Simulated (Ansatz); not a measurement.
This geometry of CH5AuOS (9 atoms, charge 0, multiplicity 1) is a first-order saddle point.

Computed with RKS LDA/def2-SVP in Ansatz.

```xyz
9
Properties=species:S:1:pos:R:3
C 0.244 1.724 -1.339
S 1.556 0.780 -0.508
Au 0.446 -0.762 0.634
O -0.564 -2.264 1.743
H -0.356 1.097 -2.030
H -0.433 2.231 -0.620
H 0.762 2.503 -1.938
H -0.873 -2.160 2.661
H -0.782 -3.149 1.398
```

Which two structures does it join? (They come from a converged band through this point; their orientation in space is the band's.)

No bond is made or broken. The height of O4 over the plane of its neighbours goes from -0.42 to 0.42 Å.

Initial state:

```xyz
9
Properties=species:S:1:pos:R:3
C 0.256 1.730 -1.344
S 1.486 0.721 -0.470
Au 0.263 -0.772 0.624
O -0.856 -2.252 1.713
H -0.338 1.141 -2.073
H -0.430 2.260 -0.651
H 0.836 2.493 -1.907
H -0.652 -2.175 2.669
H -0.565 -3.146 1.439
```

Final state:

```xyz
9
Properties=species:S:1:pos:R:3
C 0.222 1.677 -1.305
S 1.569 0.765 -0.500
Au 0.539 -0.811 0.673
O -0.353 -2.376 1.847
H -0.367 1.043 -1.998
H -0.460 2.160 -0.576
H 0.713 2.477 -1.901
H -0.974 -1.982 2.495
H -0.890 -2.953 1.264
```

How far does it lie above each of them?

0.069 eV above the first and 0.065 eV above the second. This is the barrier of this one path; another mechanism may lie lower.

The run took 17 s on 2 threads of AMD EPYC 9R45 96-Core Processor (Zen 5), with other jobs on the host, peak memory 0.16 GiB.
